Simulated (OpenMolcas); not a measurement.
## Mo5+: moving or changing the point charges

Mo5+ among 4 point charges of -2.5 e arranged as a square (D4h), 1.86 Å from the ion.

```json
{
  "Program": "OpenMolcas 26.06",
  "Method": "SS-CASPT2, IPEA 0.25 Eh, imaginary shift 0.1 Eh (closed shells correlated: 4s 4p)",
  "Basis": "ANO-RCC-VTZP [7s6p4d2f1g]",
  "Scalar Hamiltonian": "DKH2, point nucleus",
  "Active space": "1 electron in 5 orbitals (4d)",
  "State averaging": "2S+1 = 2 even, 5 roots",
  "Spin-orbit coupling": "RASSI with atomic mean-field integrals over the reference wave functions"
}
```

Runs around this geometry, states (labels of D4, the rotations of D4h). Energies in cm-1 above the lowest state or level, χT in cm3 K/mol.

```json
{"R (Å)": "1.86", "q (e)": "-1.25", "Ground state": "2A1", "First state of that spin": "2E 1920", "First gap with spin-orbit (degeneracies)": "2740 (2, 2)", "χT at 300 K": "0.153"}
{"R (Å)": "1.68", "q (e)": "-2.5", "Ground state": "2A1", "First state of that spin": "2E 13280", "First gap with spin-orbit (degeneracies)": "12980 (2, 2)", "χT at 300 K": "0.317"}
{"R (Å)": "1.86", "q (e)": "-2.5", "Ground state": "2A1", "First state of that spin": "2E 8010", "First gap with spin-orbit (degeneracies)": "7840 (2, 2)", "χT at 300 K": "0.265"}
{"R (Å)": "2.01", "q (e)": "-2.5", "Ground state": "2A1", "First state of that spin": "2E 5810", "First gap with spin-orbit (degeneracies)": "5790 (2, 2)", "χT at 300 K": "0.225"}
```

Taking the first state of the same spin as R^-n, n = -ln(5810 / 13280) / ln(2.01 / 1.68) = 4.6 between the shortest and longest distance.

Scaling the charges by -1.25 / -2.5 = 0.50 scales the first state of the same spin by 1920 / 8010 = 0.24; with fixed orbitals a first-order splitting would follow the charge.

Free-ion shares, where given, are those of the reference states; single-state CASPT2 does not remix them. Point charges carry no covalency, so the field is a model and not that of real ligands. No measured value stands beside these numbers.
